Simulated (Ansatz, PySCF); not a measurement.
HLiO, charge +1, doublet, geometry from GFN2-xTB (such geometries of metal compounds can be far from the true shape) (a state made from the parent by changing its charge; the spin is typed, not shown lowest). Base run: WB97M-V/aug-cc-pVDZ in PySCF.

Geometry (Å):
```xyz
3

Li     0.0000     0.0000    -1.4249
O      0.0000     0.0000     0.3666
H      0.0000     0.0000     1.3418
```
Charge +1, spin multiplicity 2.
Orbitals are unrestricted.
All else is at PySCF's defaults.

The same geometry, method and basis name were run in Ansatz (a quantum-chemistry and plane-wave program) and PySCF, at each program's defaults and at the settings that a row names. The base is PySCF at its defaults. Differences at the defaults can come from grids, fitting, cores and function types together.

```tsv
code and settings	ΔE vs base (mEh)	basis functions	E (Eh)	SCF cycles
PySCF, defaults (exact integrals, its default grid, spherical functions)	0.000	55	-83.03340	9
Ansatz, defaults (factorised integrals, its default grid, spherical functions)	0.010	55	-83.03339	-
PySCF, density fitting with def2-universal-jkfit	-0.022	55	-83.03342	9
PySCF, fine grid	-0.003	55	-83.03340	9
Ansatz, high accuracy	0.009	55	-83.03339	-
```

Open shells are given as the SCF converged; they aren't shown to be the lowest states, and a large step between rows can be another state.
